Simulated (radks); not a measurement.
Removal energies from the gold ion Au7+, [Xe] 4f14 5d4, by Delta-SCF beside the eigenvalue of the level emptied. All-electron calculation, scalar-relativistic Kohn-Sham, r2SCAN, spin-polarised, spherical densities, finite nucleus; meta-GGA in the generalised Kohn-Sham scheme; Fermi nuclear charge, rms radius of each element as measured or else 0.836 A^(1/3) + 0.57 fm. Program: a radial shooting solver on a logarithmic mesh with Libxc functionals. Open shells are filled with parallel spins first.

\begin{tabular}{lrrr}
removed from & final configuration & Delta-SCF (eV) & -eigenvalue (eV) \\ \hline
5d & [Xe] 4f14 5d3 & 113.76 & 105.35 \\
5p & [Kr] 4d10 4f14 5s2 5p5 5d4 & 171.78 & 162.39 \\
4f & [Xe] 4f13 5d4 & 206.48 & 190.18 \\
5s & [Kr] 4d10 4f14 5s1 5p6 5d4 & 224.47 & 214.37 \\
\end{tabular}
